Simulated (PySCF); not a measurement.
# Mg (magnesium, neutral) across methods

[Ne] 3s1 3d1, 3s spin antiparallel (an excited configuration). Computed with PySCF 2.14 in aug-cc-pVDZ (5s4p2d, 27 functions), with no relativity, point nucleus. The B2PLYP total includes its PT2 part (frozen core); its orbital energies are those of the SCF part.

```json
{"method": "PBE", "E (hartree)": "-199.7062", "mean ε 2p α (eV)": "-50.314", "mean ε 3s β (eV)": "-6.621", "mean ε 3d α (eV)": "0.489", "Σ⟨r²⟩ (bohr²)": "42.90", "⟨S²⟩": "1.000"}
{"method": "BHandHLYP", "E (hartree)": "-199.8229", "mean ε 2p α (eV)": "-58.421", "mean ε 3s β (eV)": "-8.027", "mean ε 3d α (eV)": "0.161", "Σ⟨r²⟩ (bohr²)": "42.55", "⟨S²⟩": "1.000"}
{"method": "BP86", "E (hartree)": "-199.8496", "mean ε 2p α (eV)": "-50.461", "mean ε 3s β (eV)": "-6.767", "mean ε 3d α (eV)": "0.391", "Σ⟨r²⟩ (bohr²)": "42.89", "⟨S²⟩": "1.000"}
{"method": "B2PLYP", "E (hartree)": "-199.7067", "mean ε 2p α (eV)": "-58.579", "mean ε 3s β (eV)": "-8.016", "mean ε 3d α (eV)": "0.178", "Σ⟨r²⟩ (bohr²)": "42.74", "⟨S²⟩": "1.000"}
{"method": "PBE0", "E (hartree)": "-199.7216", "mean ε 2p α (eV)": "-54.383", "mean ε 3s β (eV)": "-7.378", "mean ε 3d α (eV)": "0.223", "Σ⟨r²⟩ (bohr²)": "42.87", "⟨S²⟩": "1.000"}
{"method": "r2SCAN", "E (hartree)": "-199.8060", "mean ε 2p α (eV)": "-51.789", "mean ε 3s β (eV)": "-6.974", "mean ε 3d α (eV)": "0.565", "Σ⟨r²⟩ (bohr²)": "43.11", "⟨S²⟩": "1.000"}
{"method": "UHF", "E (hartree)": "-199.36973", "mean ε 2p α (eV)": "-65.381", "mean ε 3s β (eV)": "-9.148", "mean ε 3d α (eV)": "-0.153", "Σ⟨r²⟩ (bohr²)": "43.15", "⟨S²⟩": "1.000"}
{"method": "LDA", "E (hartree)": "-198.8725", "mean ε 2p α (eV)": "-50.301", "mean ε 3s β (eV)": "-6.690", "mean ε 3d α (eV)": "0.791", "Σ⟨r²⟩ (bohr²)": "42.57", "⟨S²⟩": "1.000"}
```

**Question.** Estimate the same row for TPSSh.

**Answer.** E (hartree) = -199.8412; mean ε 2p α (eV) = -52.335; mean ε 3s β (eV) = -6.931; mean ε 3d α (eV) = 0.317; Σ⟨r²⟩ (bohr²) = 43.12; ⟨S²⟩ = 1.000.

The outer electron is Rydberg-like, and this basis confines it to a smaller radius and binds it less than a complete one would. With the s spin flipped the determinant is a mixture of two multiplicities, not a spectroscopic state.

The highest occupied level is positive at PBE, BHandHLYP, BP86, B2PLYP, PBE0, r2SCAN, TPSSh, LDA: only the finite basis holds that electron, which in a density functional comes from self-interaction.
